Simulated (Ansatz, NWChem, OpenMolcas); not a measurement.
# How basis sets differ on C8H9F5O2 (SMILES C=C(C)CCOC(=O)C(F)(F)C(F)(F)F)

C8H9F5O2: 24 atoms, total charge 0, spin state singlet. As SMILES, `C=C(C)CCOC(=O)C(F)(F)C(F)(F)F`. The shape is that of a GFN2-xTB optimisation. This is one conformer, not always the lowest.

```xyz
24

C    -3.0362   -1.3097    0.2456
C    -2.6960   -0.0444    0.0651
C    -3.7130    1.0573    0.0426
C    -1.2846    0.4423   -0.1361
C    -0.2272   -0.6485   -0.1442
O     1.0466   -0.0084   -0.3565
C     2.0910   -0.7891   -0.4525
O     2.1340   -1.9792   -0.3817
C     3.3697    0.0878   -0.6438
F     4.3417   -0.6127   -1.2557
F     3.1143    1.1684   -1.4116
C     3.8883    0.5717    0.7360
F     4.9547    1.3544    0.6278
F     2.9397    1.2619    1.3732
F     4.2139   -0.4638    1.5068
H    -4.0661   -1.5906    0.3838
H    -2.3256   -2.1160    0.2646
H    -3.6881    1.5764   -0.9145
H    -3.4967    1.7885    0.8202
H    -4.7136    0.6662    0.2004
H    -1.0384    1.1564    0.6544
H    -1.2284    0.9854   -1.0834
H    -0.3920   -1.3703   -0.9495
H    -0.1881   -1.1840    0.8089
```

Each level gives the dipole moment (D). The values are calculated.

| level | kind | program | value (D) | CPU time |
| --- | --- | --- | --- | --- |
| HF/STO-3G | Hartree–Fock | Ansatz | 2.47 | 11 s |
| HF/3-21G | Hartree–Fock | NWChem | 3.82 | 58 s |
| HF/3-21G (RICD fitting) | Hartree–Fock | OpenMolcas | 3.83 | 22 s |
| HF/MIDI (Cholesky decomposition) | Hartree–Fock | OpenMolcas | 3.80 | 31 s |
| HF/def2-SVP | Hartree–Fock | Ansatz | 3.79 | 70 s |

The values span 2.47 to 3.83 D. Sets without polarisation functions give poor dipoles. Times are those of the runs behind each value, whatever else they computed, on shared processors of several kinds: orders of magnitude only.
